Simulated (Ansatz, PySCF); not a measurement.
Al(Me)2(SeH) (C2H7AlSe), SMILES [CH3][Al]([CH3])[SeH].

The structure is a stationary point at TPSSh-D3(BJ)/def2-SVP. The structure was generated by enumeration; whether it is a known compound was not checked. The values are those of a single conformer.

Vertical ionisation energy (IE) and electron affinity (EA) in eV. Rows of orbital energies are one-electron estimates. Where ΔSCF, EOM or ADC give a negative EA the extra electron is unbound and the value depends on the basis.

```json
[
 {"level": "−ε(HOMO), −ε(LUMO), PBE0/def2-TZVP (PySCF)", "IE": "?", "EA": "?"},
 {"level": "−ε(HOMO), −ε(LUMO), PBE/def2-TZVP (PySCF)", "IE": "5.96", "EA": "1.36"},
 {"level": "ΔSCF, PBE0/def2-SVPD (Ansatz), final states of multiplicity 2 and 2", "IE": "9.25", "EA": "-0.54"},
 {"level": "ΔSCF, PBE/def2-SVPD (Ansatz), final states of multiplicity 2 and 2", "IE": "9.00", "EA": "-0.40"}
]
```

Problem. What belongs in the gaps? (An estimate is asked for; the answer gives what the named calculation found.)

Solution. 
- −ε(HOMO), −ε(LUMO), PBE0/def2-TZVP (PySCF), IE: 7.06
- −ε(HOMO), −ε(LUMO), PBE0/def2-TZVP (PySCF), EA: 0.60

Problem. What vertical singlet–triplet gap does ΔSCF give with PBE0/def2-SVPD (Ansatz, a program for electronic structure) and with PBE/def2-SVPD (Ansatz)? (The exact figures need the calculation; the answer reports its results.)

Solution. 4.98 and 4.68 eV (triplet above singlet where positive).
